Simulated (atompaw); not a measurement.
Cutoff test, S (Z = 16), PAW (atompaw)

- Element: S (Z = 16)
- Generator: atompaw 4.2.0.5
- Type: PAW
- Functional: PBE
- Relativity: scalar-relativistic
- Frozen core: [Ne]
- Valence charge: 6
- Reference configuration: 3s1 3p5
- Partial waves: 3s (bound): rc 1.65 bohr; 3s channel at -0.4 Ry: rc 1.65 bohr; 3p (bound): rc 1.65 bohr; 3p channel at 2.65 Ry: rc 1.65 bohr
- Local potential: troulliermartins scheme with l = 2 at 0 Ry, radius 1.50 bohr
- Core correction: smooth core density matched at 1.60 bohr
- Augmentation charge: gaussian compensation charge, radius 1.55 bohr; PAW radius 1.65 bohr; waves and projectors: custom rrkj gramschmidtortho

The pseudo-atom Hamiltonian at the reference potential is diagonalised in spherical Bessel functions j_l(qr) that vanish at 20 bohr, with q² up to the cutoff. All-electron valence levels (Ry): 3s -1.3180, 3p -0.5557.

Question: How do the lowest levels (Ry) of each channel move with the cutoff, and are there ghosts?

Answer:

```json
{"cutoff (Ry)": "8", "s #1": "-1.3178", "p #1": "-0.5100", "p #2": "0.0315", "d #1": "0.0705", "f #1": "0.1173", "f #2": "0.2499", "Σ f·Δε (mRy)": "229.2"}
{"cutoff (Ry)": "12", "s #1": "-1.3178", "p #1": "-0.5437", "p #2": "0.0305", "d #1": "0.0704", "f #1": "0.1173", "f #2": "0.2499", "Σ f·Δε (mRy)": "60.3"}
{"cutoff (Ry)": "18", "s #1": "-1.3179", "p #1": "-0.5537", "p #2": "0.0302", "d #1": "0.0702", "f #1": "0.1173", "f #2": "0.2499", "Σ f·Δε (mRy)": "10.2"}
{"cutoff (Ry)": "21", "s #1": "-1.3179", "p #1": "-0.5548", "p #2": "0.0302", "d #1": "0.0702", "f #1": "0.1173", "f #2": "0.2499", "Σ f·Δε (mRy)": "4.9"}
{"cutoff (Ry)": "30", "s #1": "-1.3180", "p #1": "-0.5556", "p #2": "0.0301", "d #1": "0.0701", "f #1": "0.1173", "f #2": "0.2499", "Σ f·Δε (mRy)": "0.5"}
{"cutoff (Ry)": "40", "s #1": "-1.3180", "p #1": "-0.5557", "p #2": "0.0301", "d #1": "0.0700", "f #1": "0.1173", "f #2": "0.2499", "Σ f·Δε (mRy)": "0.2"}
{"cutoff (Ry)": "400", "s #1": "-1.3181", "p #1": "-0.5557", "p #2": "0.0301", "d #1": "0.0700", "f #1": "0.1173", "f #2": "0.2499", "Σ f·Δε (mRy)": "0.0"}
```

Result: no extra level below or beside the all-electron valence levels (s, p, d, f tested); 10 mRy is reached at 21 Ry and 1 mRy at 30 Ry.
